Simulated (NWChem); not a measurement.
Molecule: ZnH$_{2}$O$_{2}$; SMILES [OH][Zn][OH]

```xyz
5

Zn     0.0000     0.0000     0.0066
O      0.0484     1.7648    -0.0711
H     -0.6143     2.2049     0.4703
O     -0.0484    -1.7648    -0.0711
H      0.6143    -2.2049     0.4703
```
Atoms are numbered in this order, from 1.

Results from NWChem. Pople sets run with spherical d functions. Structure relaxed at the PBE0/def2-SVP level. Level B3LYP/6-31G*: single points from the atomic guess with DIIS by default; each run changes one setting, and all converged runs end within 0.3 mHa of each other. NWChem's automatic level shift, which a small gap switches on, acted in some of these runs.

**Question.** Which setting needs the most SCF iterations, or fails (core-Hamiltonian guess; DIIS on 3 Fock matrices; no level shifting; DIIS on 20 Fock matrices; defaults)?

**Answer.** core-Hamiltonian guess, with 28 against 7 for the defaults.
```json
[
 {"setting": "defaults", "SCF iterations": "7"},
 {"setting": "core-Hamiltonian guess", "SCF iterations": "28"},
 {"setting": "DIIS on 3 Fock matrices", "SCF iterations": "8"},
 {"setting": "DIIS on 20 Fock matrices", "SCF iterations": "7"},
 {"setting": "no level shifting", "SCF iterations": "7"}
]
```
